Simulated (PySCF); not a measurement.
```xyz
5
charge 0 multiplicity 2, angstrom
Cu    0.0000    0.0000    0.0000
Cl    2.1733    0.0000    0.0000
Cl    0.0000    2.1733    0.0000
Cl   -2.1733    0.0000    0.0000
Cl    0.0000   -2.1733    0.0000
```

Computed with UPBE/[Cu def2-SVP, Cl def2-SVP], no relativity, density fitting, PySCF.

This geometry of CuCl4 is a stationary point at this level.

Problem. What is the point group?

Solution. D4h.

Problem. Is it a minimum?

Solution. Yes: all harmonic wavenumbers are real.

Problem. Which band is strongest in the infrared?

Solution. 105 cm⁻¹ (eu), 21 km/mol.

Problem. What is the atomisation energy, with and without zero-point energy?

Solution. 1006 kJ/mol without, 994 kJ/mol with.

This need not be the most stable arrangement of these atoms. Other spin states or occupations of the open shell can lie lower.
